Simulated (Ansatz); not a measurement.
Question: Name a neutral molecule of Al, Cl, O and H with LUMO energy (ωB97M-V/def2-TZVPP) between 0.65 and 0.95 eV and HOMO–LUMO gap (B3LYP/def2-TZVPP) between 7.65 and 7.95 eV (Ansatz, PBE0-D4/def2-TZVP geometry).

Answer: `[OH][AlH][Cl]` (0.86 eV, 7.86 eV); `[OH][Al]([OH])[Cl]` (0.91 eV, 7.88 eV); `[OH][Al]([Cl])[Cl]` (0.71 eV, 7.74 eV). Other molecules can fit too; these were computed, each in one conformer that needn't be the lowest.

B3LYP here is the variant with VWN-RPA as its local correlation; programs differ in this.
